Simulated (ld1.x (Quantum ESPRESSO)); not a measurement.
## Configuration tests for vanadium (V) (TM)

- Element: vanadium
- Generator: ld1.x (Quantum ESPRESSO) 7.5
- Type: norm-conserving Troullier–Martins (Kleinman–Bylander form)
- Functional: LDA (PZ)
- Relativity: scalar-relativistic
- Frozen core: [Ar]
- Valence charge: 5
- Reference configuration: 3d3 4s1.5 4p0.5
- Partial waves: 4p (bound): rc 3.10 bohr; 3d (bound): rc 1.90 bohr; 4s (bound): rc 2.75 bohr
- Local potential: the s channel
- Core correction: none

Energies are relative to the spin-unpolarised reference configuration 3d3 4s1.5 4p0.5; without spin polarisation the order of configurations can differ from experiment. Spin-polarised rows fill each open shell by Hund’s rule, majority spin first.

Problem. Give the all-electron excitation energy and the error of the potential for: 3d3 4s2 4p0; 3d3 4s1 4p0; 3d3 4s0 4p0; 3d2 4s0 4p0; 3d3 4s1 4p1; 3d1 4s0 4p0; 3d4 4s0 4p0; 3d3 4s1.5 4p0.5 (spin-polarised); 3d3 4s2 4p0 (spin-polarised).

Solution.

```json
{"valence configuration": "3d3 4s2 4p0", "charge": "0", "ΔE all-electron (eV)": "-1.681", "error AE − PS (meV)": "+0.8"}
{"valence configuration": "3d3 4s1 4p0", "charge": "+1", "ΔE all-electron (eV)": "6.260", "error AE − PS (meV)": "+3.7"}
{"valence configuration": "3d3 4s0 4p0", "charge": "+2", "ΔE all-electron (eV)": "20.805", "error AE − PS (meV)": "+56"}
{"valence configuration": "3d2 4s0 4p0", "charge": "+3", "ΔE all-electron (eV)": "49.964", "error AE − PS (meV)": "+2.4"}
{"valence configuration": "3d3 4s1 4p1", "charge": "0", "ΔE all-electron (eV)": "1.727", "error AE − PS (meV)": "+0.6"}
{"valence configuration": "3d1 4s0 4p0", "charge": "+4", "ΔE all-electron (eV)": "96.096", "error AE − PS (meV)": "+247"}
{"valence configuration": "3d4 4s0 4p0", "charge": "+1", "ΔE all-electron (eV)": "5.697", "error AE − PS (meV)": "-185"}
{"valence configuration": "3d3 4s1.5 4p0.5 (spin-polarised)", "charge": "0", "ΔE all-electron (eV)": "-2.020", "error AE − PS (meV)": "+3168"}
{"valence configuration": "3d3 4s2 4p0 (spin-polarised)", "charge": "0", "ΔE all-electron (eV)": "-3.310", "error AE − PS (meV)": "+3021"}
```
